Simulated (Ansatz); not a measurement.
The molecule ZrAl, multiplicity 6 (an upper state: multiplicity 4 came lower at CCSD(T)/def2-TZVPP on PBE0 minima). No spin–orbit coupling. The T1 diagnostic near the minimum is 0.047, so single-reference values are doubtful.

Constants: fifth-degree fit in 1/R to seven points, most abundant isotopes. Runs in def2 and cc sets follow the lowest solution found near the PBE0 minimum.

Correlated levels freeze the inner cores; with def2 sets outer-core shells near the valence are correlated too.

Run with Ansatz (a program for electronic structure) with Gaussian orbitals. Each number belongs to the level named beside it. In def2 rows elements past Kr take small-core potentials, without spin–orbit coupling.

```tsv
level	r_e (Å)	ω_e (cm⁻¹)	ω_e x_e (cm⁻¹)	dipole (D)
PBE/def2-TZVPP	2.646	(withheld)	1.1	2.22
PBE0/def2-TZVPP	2.616	306	1.1	2.75
wB97X-V/def2-TZVPP	2.591	323	1.4	3.66
CCSD/def2-TZVPP	2.613	317	0.35	-
CCSD(T)/def2-TZVPP	(withheld)	(withheld)	0.82	-
```

Problem. What belongs in the gaps?

Solution. 
- CCSD(T)/def2-TZVPP, r_e (Å): 2.623
- CCSD(T)/def2-TZVPP, ω_e (cm⁻¹): 309
- PBE/def2-TZVPP, ω_e (cm⁻¹): 289

Doubts at one or more of the structures used: T1 above 0.05 (CCSD/def2-TZVPP, CCSD(T)/def2-TZVPP).
